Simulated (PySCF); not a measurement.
Species: C6H12O.
Structure used (GFN2-xTB), in Å, numbered top down from 1:
```xyz
19
C6H12O angstrom
C      1.979   -0.002    0.426
C      0.895    0.047   -0.649
C      0.025    1.307   -0.517
C     -1.118    0.884    0.396
C     -1.455   -0.530   -0.096
O     -2.156   -1.313    0.836
C     -0.093   -1.127   -0.514
H      1.541    0.045    1.420
H      2.552   -0.923    0.345
H      2.665    0.836    0.315
H      1.386    0.026   -1.626
H     -0.375    1.588   -1.493
H      0.586    2.153   -0.121
H     -1.975    1.552    0.349
H     -0.779    0.835    1.434
H     -2.124   -0.470   -0.959
H     -1.622   -1.388    1.636
H      0.244   -1.827    0.254
H     -0.186   -1.686   -1.444
```

The closed-shell ground state was solved at several levels (PySCF, density fitting, gas phase, non-relativistic).

| level | basis functions | HOMO (eV) | LUMO (eV) | gap (eV) | dipole (D) |
| --- | --- | --- | --- | --- | --- |
| PBE0/def2-SVPD | 239 | -7.58 | 0.58 | 8.16 | 1.81 |
| CAM-B3LYP/def2-SVPD | 239 | -9.04 | 1.23 | 10.27 | 1.88 |

(1) What might PBE0/pcSseg-1 (179 basis functions) give for the same quantities?

(2) Over all these levels, which gives the widest orbital gap and which the narrowest?

(3) How far do the dipole and the HOMO energy spread over the levels?

Answers

(1) HOMO -7.45 eV, LUMO 1.22 eV, gap 8.67 eV, dipole 1.71 D.

(2) CAM-B3LYP/def2-SVPD (range-separated hybrid) has the widest, 10.27 eV, and PBE0/def2-SVPD (global hybrid, 25 % exact exchange) the narrowest, 8.16 eV. The two share the basis. From the narrowest to the widest the HOMO moves by -1.46 eV and the LUMO by +0.65 eV.

(3) The dipole runs from 1.71 to 1.88 D (mean 1.80 D) and the HOMO from -9.04 to -7.45 eV.

One conformer stands for the species.
